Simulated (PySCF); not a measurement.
# Relaxation of singlet IO2F

Computed with PySCF, PBE0, basis I def2-TZVP with ECP28, O def2-TZVP, F def2-TZVP (scalar-relativistic core potentials, no spin–orbit coupling, density fitting). A (50,194) grid was used.

A hand-made T-shaped (ligand arrangement 2) start, of Cs symmetry, held to at least that symmetry:

```xyz
4
charge 0 multiplicity 1, angstrom
I    -0.0431    0.0000   -0.1804
O    -0.0431    0.0000    1.6796
O    -1.9020    0.0000   -0.1155
F     1.9257    0.0000   -0.1116
```

Optimiser trace:
| step | E − E(last) (kJ/mol) | largest gradient (Eh/bohr) |
| --- | --- | --- |
| 0 | 49.54 | 0.08600 |
| 1 | 3.49 | 0.00848 |
| 2 | 0.38 | 0.00429 |
| 3 | 0.04 | 0.00342 |
| 4 | 0.00 | 0.00090 |
| 5 | 0.00 | 0.00012 |

It ends at Cs with I–F 2.011 Å, I–O 1.753 Å, I–O 1.792 Å; F–I–O 90.3°, F–I–O 168.2°, O–I–O 101.5° (after a last refinement on a finer grid). A frequency run shows 1 imaginary mode, down to 251i cm⁻¹, so it is a saddle point. Other isomers or separated fragments may lie lower.

The relaxation took roughly 50 core-seconds on a shared host.
